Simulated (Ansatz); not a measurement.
Consider the formal exchange of groups at a C–C bond: `CCCCCCCCC` + `C=CCCCCC` → `C=CCCCCCCCCCC` + `CCCC`.

Calculated with Ansatz (gas phase, PBE0-D4/def2-TZVP geometries, no zero-point term in ΔE). CCSD(T)/CBS adds triple-zeta CCSD(T) − MP2 to the extrapolated MP2 energy (def2 sets, frozen cores). Functionals use def2-TZVPP. B3LYP here is the variant with VWN-RPA as its local correlation; programs differ in this. One conformer a species, not always the lowest.

**Question.** Is it downhill or uphill in electronic energy at CCSD(T)/CBS, and by how much? (Estimate.)

**Answer.** Ansatz gave: Downhill: ΔE = -1.6 kcal/mol.

**Question.** What do these levels give: PBE0-D4, B3LYP-D4, ωB97X-V, PBE, r2SCAN, PBE0, B3LYP, MP2/def2-TZVPP, SCS-MP2/def2-TZVPP, CCSD(T)/def2-TZVPP, HF/CBS(def2), MP2/CBS(def2)? (Best estimate.)

**Answer.** Computed: PBE0-D4 -1.8, B3LYP-D4 -1.7, ωB97X-V -1.8, PBE -1.3, r2SCAN -1.4, PBE0 -1.2, B3LYP -0.9, MP2/def2-TZVPP -1.7, SCS-MP2/def2-TZVPP -1.5, CCSD(T)/def2-TZVPP -1.6, HF/CBS(def2) -0.7, MP2/CBS(def2) -1.8 kcal/mol.

Largest T1 diagnostic among the species: 0.009.

The D4 term adds −0.7 kcal/mol with B3LYP and −0.6 kcal/mol with PBE0; it sums over pairs of atoms, weighted by their polarisabilities, and B3LYP, whose exchange is more repulsive, gets the larger term. In def2-TZVPP, CCSD(T) changes the Hartree–Fock value by −0.9 kcal/mol (the triples alone add −0.2 kcal/mol) and MP2 by −1.0 kcal/mol.
